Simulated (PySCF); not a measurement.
Compound: C₈H₉N.
Structure used (PBE0-D3(BJ)/def2-SVP), in Å, numbered top down from 1:
```xyz
18
C8H9N angstrom
C      2.7852   -0.0152   -0.4906
C      1.5071   -0.1292   -0.1217
C      0.7374   -1.1378    0.7147
C     -0.5367   -0.2658    0.5260
C     -1.7125   -0.9634   -0.1557
C     -2.8008   -0.0462   -0.4716
N     -3.6451    0.7059   -0.7190
C      0.2894    0.6757   -0.3425
C     -0.0072    1.7727   -1.0438
H      3.1240    0.8245   -1.1032
H      3.5315   -0.7550   -0.1899
H      0.6660   -2.1401    0.2624
H      1.0788   -1.2489    1.7548
H     -0.8776    0.2059    1.4616
H     -1.3767   -1.4348   -1.0942
H     -2.1085   -1.7658    0.4885
H     -1.0203    2.1826   -1.0560
H      0.7582    2.2879   -1.6307
```

Theory: TDDFT CAM-B3LYP/def2-SVPD, vertical, gas phase, core orbitals frozen in the response (PySCF 2.14.0, density-fitted response routines).

Ground-to-excited transition dipoles (e·a0, same axes as the geometry; the sign carries no meaning), for the states with f of 0.002 or more among the lowest 6:

```json
{"state": "S1", "E (hartree)": "0.1933", "μx": "1.291", "μy": "-0.765", "μz": "0.225"}
{"state": "S2", "E (hartree)": "0.2398", "μx": "0.075", "μy": "0.077", "μz": "0.087"}
{"state": "S3", "E (hartree)": "0.2421", "μx": "-0.109", "μy": "-0.033", "μz": "0.051"}
{"state": "S4", "E (hartree)": "0.2521", "μx": "0.112", "μy": "0.076", "μz": "-0.116"}
{"state": "S5", "E (hartree)": "0.2599", "μx": "-0.481", "μy": "-0.422", "μz": "0.431"}
{"state": "S6", "E (hartree)": "0.2633", "μx": "-0.345", "μy": "-0.407", "μz": "0.094"}
```

(1) What oscillator strength does each state have?

(2) What angle do the transition dipoles of S1 and S5 make?

(3) What peak molar absorption coefficient would the strongest computed level give as a lone Gaussian band 0.3 eV wide at half height?

Results:

(1) f = (2/3) ΔE |μ|² with ΔE in hartree (27.2114 eV).

| state | \|μ\|² (au) | \|μ\| (D) | f |
| --- | --- | --- | --- |
| S1 | 2.302 | 3.86 | 0.297 |
| S2 | 0.019 | 0.35 | 0.003 |
| S3 | 0.016 | 0.32 | 0.003 |
| S4 | 0.032 | 0.45 | 0.005 |
| S5 | 0.596 | 1.96 | 0.103 |
| S6 | 0.293 | 1.38 | 0.051 |

(2) |cos θ| = |μa·μb| / (|μa| |μb|) = 0.17, so θ ≈ 80° (taken between 0 and 90°, since the signs are arbitrary).

(3) ε(max) = 2.175×10⁸ f / FWHM, with the width in cm⁻¹. S1: 2.175×10⁸ × 0.2967 / 2420 ≈ 27000 L mol⁻¹ cm⁻¹.

Hardware: one thread of an Arm Neoverse V1, shared host. Cost: 1.8 min wall.

One conformer stands for the species.
